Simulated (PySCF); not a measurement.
1-(2-fluorophenyl)propan-1-ol, C9H11FO.
SMILES with atom numbers: `[CH3:1][CH2:2][C@@H:3]([OH:4])[c:5]1[cH:6][cH:7][cH:8][cH:9][c:10]1[F:11]` (hydrogens: H12, H13, H14 on C1; H15, H16 on C2; H17 on C3; H18 on O4; H19 on C6; H20 on C7; H21 on C8; H22 on C9)

Level: PBE0/pcSseg-1 in PySCF, non-relativistic, on one gas-phase PBE0-D3(BJ)/def2-SVP geometry that isn't relaxed in the solvent. The solvent is an IEF-PCM continuum (Bondi radii, 1.10 Å for H, scaled by 1.2). Specific hydrogen bonds and non-electrostatic terms are outside this model.

Gas phase at PBE0/pcSseg-1: HOMO -7.18 eV, LUMO -0.58 eV, dipole 1.39 D.

Q: What does the continuum do to the energy, the frontier levels and the dipole at PBE0/pcSseg-1 in benzene and chloroform?

A: 
```json
{"solvent": "benzene", "ε": "2.271", "E(solvent) − E(gas) (kcal/mol)": "-2.56", "polarisation term (kcal/mol)": "-2.66", "distortion of the solute (kcal/mol)": "0.10", "HOMO (eV)": "-7.15", "LUMO (eV)": "-0.54", "dipole (D)": "1.56"}
{"solvent": "chloroform", "ε": "4.711", "E(solvent) − E(gas) (kcal/mol)": "-4.09", "polarisation term (kcal/mol)": "-4.35", "distortion of the solute (kcal/mol)": "0.26", "HOMO (eV)": "-7.15", "LUMO (eV)": "-0.53", "dipole (D)": "1.66"}
```

Polarisation term: ½ Σ q·V over the induced surface charges. Distortion: the rise of the solute's own energy as its density leaves the gas-phase optimum. From benzene to chloroform the lowering changes by a factor 1.60, Onsager's factor (ε − 1)/(2ε + 1) by 1.55 and ε itself by 2.1.

Q: Which radius a makes the point-dipole formula ΔE = −[(ε − 1)/(2ε + 1)]·μ²/a³ give the value in chloroform, with the gas-phase dipole?

A: μ = 0.549 au and |ΔE| = 0.00652 Eh give a = 1.35 Å; the farthest nucleus lies 4.07 Å from the centroid of the nuclei, so such a sphere wouldn't even hold the nuclei. The formula assumes a rigid point dipole at the centre of a sphere.

Q: Which IAO charges (PBE0/pcSseg-1) respond most in benzene (means over atoms taken as equivalent)?

A: 
```csv
atoms,environment,gas (e),solvent (e),change
O4,alcohol oxygen,-0.547,-0.557,-0.010
H18,hydroxyl hydrogen,+0.352,+0.360,+0.008
H21,aromatic hydrogen,+0.156,+0.161,+0.005
H20,aromatic hydrogen,+0.153,+0.158,+0.005
H22,aromatic hydrogen,+0.166,+0.170,+0.004
F11,aryl fluorine,-0.270,-0.273,-0.003
C8,aromatic CH carbon,-0.143,-0.146,-0.003
C7,aromatic CH carbon,-0.161,-0.164,-0.003
```

Q: How do the nuclear quadrupole coupling constants eQVzz/h respond in benzene?

A: 
| nucleus | Q (barn) | gas (MHz) | solvent (MHz) | η gas | η solvent |
| --- | --- | --- | --- | --- | --- |
| 17O at O4 | -0.0256 | 11.73 | 11.58 | 0.89 | 0.90 |

The values belong to the conformer `[CH3:1][CH2:2][C@@H:3]([OH:4])[c:5]1[cH:6][cH:7][cH:8][cH:9][c:10]1[F:11]`: C1–C2–C3–O4 176°, C2–C3–C5–C6 -86°, H–O4–C3–C2 -179°.
